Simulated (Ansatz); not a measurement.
The same ligand exchange along the group C, Si, Ge, Sn.

Isolated molecules relaxed with PBE0-D4/def2-TZVP in Ansatz; ΔE leaves out vibrations. CCSD(T)/CBS is the MP2 limit (def2-TZVPP, def2-QZVPP) plus CCSD(T) − MP2 in def2-TZVPP, frozen cores. This one scheme is used for every species. Elements past krypton have def2 core potentials. For Ge, I, Sn outer-core shells are correlated without core-valence functions, which leaves a few kJ/mol of doubt a bond. Scalar relativity is left out up to krypton. One conformer a species, not always the lowest.

Q: Order these by ΔE at CCSD(T)/CBS, lowest first. (Estimate.)
A. `OCF` + HI → `FCI` + H₂O
B. `O[SiH2]F` + HI → `F[SiH2]I` + H₂O
C. `[OH][SnH2][F]` + HI → `[F][SnH2][I]` + H₂O
D. `[OH][GeH2][F]` + HI → `[F][GeH2][I]` + H₂O

A: C (-89.8 kJ/mol), D (-44.7 kJ/mol), A (-1.7 kJ/mol), B (+22.5 kJ/mol).

Largest T1 diagnostic: 0.014, for `[OH][SnH2][F]`.
